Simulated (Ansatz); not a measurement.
# A geometry optimisation of H5OSi3 with PBE0-D3(BJ)/def2-SVP

The starting geometry of this gas-phase doublet was optimised with GFN2-xTB; its bonds are those of `O1[SiH2][SiH][SiH2]1`.

```csv
atom,x (Å),y (Å),z (Å)
O,0.1574,1.5834,-0.5541
Si,1.1662,0.7321,0.4500
Si,0.9938,-0.8720,-1.2487
Si,-0.3952,0.8783,-1.9508
H,2.2553,1.6685,0.7276
H,0.4191,0.4741,1.6823
H,2.2368,-1.0069,-2.0665
H,-1.8365,0.6813,-1.7857
H,-0.1586,1.8988,-2.9721
```

Predict what it relaxes into with PBE0-D3(BJ)/def2-SVP.

It keeps its bonds, and is `O1[SiH2][SiH][SiH2]1`.

The energy falls by 0.44 eV over 9 steps:

| step | E − E(last) (eV) |
| --- | --- |
| 1 | 0.438 |
| 2 | 0.077 |
| 3 | 0.022 |
| 4 | 0.008 |
| 5 | 0.004 |
| 6 | 0.001 |
| 7 | 0.000 |
| 8 | 0.000 |
| 9 | 0.000 |

Final geometry (Å):

| atom | x (Å) | y (Å) | z (Å) |
| --- | --- | --- | --- |
| O | -0.1084 | 1.6845 | -0.3750 |
| Si | 1.0876 | 0.8176 | 0.4583 |
| Si | 1.0421 | -0.7736 | -1.2743 |
| Si | -0.4313 | 0.9600 | -1.8740 |
| H | 2.3331 | 1.6250 | 0.6326 |
| H | 0.5948 | 0.4048 | 1.8046 |
| H | 2.2427 | -1.1652 | -2.0800 |
| H | -1.8825 | 0.6371 | -1.9992 |
| H | -0.0398 | 1.8474 | -3.0110 |

Frequencies at the end are all real (lowest 120 cm⁻¹). Open shells are spin-unrestricted. Run with Ansatz 0.2.0, 21 s on 2 threads of Intel(R) Xeon(R) 6975P-C (Granite Rapids), on a shared host.
